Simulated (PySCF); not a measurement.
Start geometry of `CC(=O)NB(O)O` from a GFN2-xTB structure with every atom displaced at random (by about 0.01 Å) (Å):
```
atom  x, y, z in Å
C1     2.118   -0.152   -0.590
C2     0.757    0.456   -0.202
O3     0.548    1.656   -0.120
N4    -0.180   -0.453    0.043
B5    -1.585   -0.130    0.429
O6    -2.410   -1.172    0.638
O7    -1.968    1.148    0.589
H8     2.841    0.677   -0.708
H9     2.435   -0.823    0.182
H10    1.997   -0.656   -1.531
H11    0.025   -1.431   -0.039
H12   -3.287   -0.921    0.903
H13   -1.286    1.784    0.395
```

Task: What comes out of this run: PBE0-D3(BJ)/def2-SVP geometry optimisation, gas phase (PySCF)?

Result: 
```
atom  x, y, z in Å
C1     1.878   -0.001   -1.118
C2     0.695    0.467   -0.313
O3     0.568    1.635    0.027
N4    -0.222   -0.488    0.023
B5    -1.429   -0.216    0.802
O6    -2.230   -1.287    1.054
O7    -1.705    1.030    1.230
H8     2.488    0.865   -1.397
H9     2.488   -0.698   -0.522
H10    1.551   -0.533   -2.025
H11   -0.043   -1.435   -0.288
H12   -2.998   -1.025    1.572
H13   -0.976    1.617    0.933
```

The energy falls by 16.4 kJ/mol over 10 energy and gradient evaluations, the largest force component goes from 0.0527 to 2.6e-04 Eh/bohr, and the atoms move by 0.089 Å rms after alignment. The bond that changes most is C2–N4 (amide carbonyl carbon to amide nitrogen), which lengthens by 0.037 Å. Bonds longer at the end by more than 0.005 Å: 7 of 12; shorter: 3. Among the angles that change most is B5–O7–H13, from 114.0° to 107.7°. Among the dihedrals that turn most is H10–C1–C2–O3, from -115° to -126°. Rotational constants go from 5544, 1752, 1343 to 5614, 1748, 1345 MHz. The orientation of the end geometry is arbitrary; only internal coordinates are fixed.

The run used 128 basis functions and 74 SCF cycles in all.

No PBE0-D3(BJ)/def2-SVP frequencies stand behind this structure, so it isn't proved a minimum. One conformer, not necessarily the lowest.
